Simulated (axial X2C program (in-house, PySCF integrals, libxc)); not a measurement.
**NbN⁻: from Re and ωe to a spectrum**

A bond curve at the LDA level, 2c, was computed with an in-house all-electron X2C program for linear molecules (integrals from PySCF) (basis Nb dyall-av3z [12s13p10d3f2g], N dyall-av3z [7s7p3d2f] (cores contracted in-house)) for the state Ω = 3/2 (⟨Sz⟩ = -0.50, ⟨Lz⟩ = 2.00 at LDA). Its fit gives Re = 1.6679 Å, ωe = 1074.1 cm⁻¹, ωexe = 3.47 cm⁻¹ and αe = 2.229e-03 cm⁻¹; the masses are 92.9064 and 14.0031 u. Two-component means X2C with spin–orbit coupling and atomic mean-field Coulomb and Gaunt terms.

(1) Find the reduced mass, Be and the force constant.

(2) Where do the fundamental and the first overtone lie?

(3) A Morse curve ties αe to the other constants (Pekeris). How well does that hold?

(4) Estimate the centrifugal constant by the Kratzer relation.

The state is a single determinant with fixed occupations, the lowest that a limited PBE0 search found. Density functionals use the spin component along the axis (collinear). PBE0 can misorder states that lie within some tenths of an eV, so this need not be the ground state of the molecule. The nearest other 2c determinant of the search, Ω = 5/2, lies 0.12 eV up at the distance of the search. Without a current term, density functionals place determinants with orbital angular momentum somewhat too high. The highest occupied level of some functionals is positive through self-interaction error; at Hartree–Fock it is bound.

Results:

(1) From the LDA values: μ = 12.1690 u. Be = 16.8576/(μ Re²) = 0.498 cm⁻¹. k = 5.8918×10⁻⁷ μ ωe² = 8.27 mdyn/Å.

(2) ν(1←0) = ωe − 2ωexe = 1067.2 cm⁻¹; ν(2←0) = 2ωe − 6ωexe = 2127.4 cm⁻¹.

(3) αe(Morse) = 6Be²/ωe × (√(ωexe/Be) − 1) = 2.271e-03 cm⁻¹; the LDA curve gives 2.229e-03 cm⁻¹, a ratio of 1.02.

(4) D = 4Be³/ωe² = 4.28e-07 cm⁻¹.
